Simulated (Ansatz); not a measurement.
`F[Si]S` + CH₃OH → `CO[Si]F` + H₂S at 500 K and 1 bar (ligand exchange at the Si–S bond).

Gas-phase electronic energies from Ansatz, PBE0-D4/def2-TZVP geometries. CCSD(T)/CBS is the MP2 limit (def2-TZVPP, def2-QZVPP) plus CCSD(T) − MP2 in def2-TZVPP, frozen cores. This one scheme is used for every species. One conformer a species, not always the lowest.

```tsv
species	CCSD(T)/CBS energy (Eh)	H − E (kJ/mol)	S (J/(mol·K))
`F[Si]S`	-787.30018	57.7	315.6
CH₃OH	-115.61712	157.0	265.4
`CO[Si]F`	-503.96814	151.3	350.4
H₂S	-398.97279	57.0	224.0
```

H − E and S are ideal-gas, rigid-rotor, harmonic terms from PBE0-D4/def2-TZVP, for one conformer and one mirror image of each species. 1 Eh = 2625.50 kJ/mol, R = 8.31446 J/(mol·K).

Problem. By hand: ΔE, ΔH, ΔS and ΔG.

Solution. ΔE = (-503.96814) + (-398.97279) − (-787.30018) − (-115.61712) = -0.02363 Eh = -62.0 kJ/mol. Δ(H − E) = 151.3 + 57.0 − 57.7 − 157.0 = -6.4, so ΔH = -68.4 kJ/mol. ΔS = 350.4 + 224.0 − 315.6 − 265.4 = -6.6 J/(mol·K). ΔG = -68.4 − 500 × (-6.6)/1000 = -65.1 kJ/mol.

Problem. By hand: the equilibrium constant, and the temperature at which ΔG would vanish if ΔH and ΔS stayed fixed.

Solution. log₁₀ K = −ΔG/(RT ln 10) = 6.8. ΔG = 0 at ΔH/ΔS = 10364 K, far beyond where these terms or the molecules hold.

The number of gas molecules stays the same, so ΔS is small and ΔH decides. A doubt of 5 kJ/mol in ΔE shifts log₁₀ K by 0.5 here. Other conformers and mirror images would add mixing entropy, several J/(mol·K) or more a flexible species. These are equilibria of isolated gas molecules and say nothing of rates. Largest T1 diagnostic: 0.015 (customary marks: 0.02 for closed shells, 0.045 for open ones).
